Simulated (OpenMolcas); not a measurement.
Os2+: moving or changing the point charges

Os2+ among 6 point charges of -1 e arranged as an octahedron (Oh), 1.99 Å from the ion.
```
   1.9900    0.0000    0.0000  -1.00
   0.0000    1.9900    0.0000  -1.00
  -1.9900    0.0000    0.0000  -1.00
   0.0000   -1.9900    0.0000  -1.00
   0.0000    0.0000    1.9900  -1.00
   0.0000    0.0000   -1.9900  -1.00
```

- Program: OpenMolcas
- Method: SS-CASPT2, IPEA 0.25 Eh, imaginary shift 0.1 Eh (closed shells correlated: 5s 5p)
- Basis: ANO-RCC-VTZP [8s7p5d3f2g1h]
- Scalar Hamiltonian: DKH2, point nucleus
- Active space: 6 electrons in 5 orbitals (5d)
- State averaging: 2S+1 = 5 even, 5 roots; 2S+1 = 3 even, 45 roots; 2S+1 = 1 even, 50 roots
- Spin-orbit coupling: state interaction with AMFI integrals over the reference wave functions

Runs around this geometry, states (labels of O, the rotations of Oh). Energies in cm-1 above the lowest state or level, χT in cm3 K/mol; under a threefold ground state the first gap can be a small split of the lowest multiplet, not the spin-orbit step.

```
R (Å)  q (e)  Ground state  First state of that spin  First gap with spin-orbit (degeneracies)  χT at 300 K  First state of another spin
 1.99  -0.65           5T2                   5E 6820                                300 (3, 2)        4.431                    3T1 11290
  1.9     -1           5T2                  5E 12920                                860 (1, 2)        0.852                     1A1 3890
 1.99     -1           5T2                  5E 10620                                 13 (3, 2)        3.762                     1A1 7790
  2.2     -1           5T2                   5E 6890                                310 (3, 2)        4.420                    3T1 11160
```

Taking the first state of the same spin as R^-n, n = -ln(6890 / 12920) / ln(2.2 / 1.9) = 4.3 between the shortest and longest distance.

Scaling the charges by -0.65 / -1 = 0.65 scales the first state of the same spin by 6820 / 10620 = 0.64; with fixed orbitals a first-order splitting would follow the charge.

Roots that are degenerate in the reference are averaged as groups; the widest CASPT2 spread within a group is 310 cm-1 (the 3-fold group of multiplicity 3 near 37500 cm-1 above the lowest state of its run, R = 2.2, q = -1). Shifts and gaps below about the spread of the groups concerned are not significant. Point charges give a weaker field than real ligands, and real ions of this kind are as a rule low spin; the high spin found here belongs to the model. Free-ion shares, where given, are those of the reference states; single-state CASPT2 does not remix them. An orbital triplet at a regular site is open to Jahn-Teller coupling, which can distort the site and quench the lowest spin-orbit gaps and is left out (holds for R = 1.99, q = -0.65; R = 1.99, q = -1; R = 2.2, q = -1). Spin-orbit coupling mixes the spin-free states strongly: the lowest level takes only 34 % from its leading state, 5T2 (holds for R = 1.9, q = -1). This shell can be high or low spin here, a state of another spin lies low, and with metal d orbitals alone active their balance is uncertain, so the ground spin may be wrong (holds for R = 1.9, q = -1; R = 1.99, q = -1). Point charges carry no covalency, so the field is a model and not that of real ligands. No measured value stands beside these numbers.
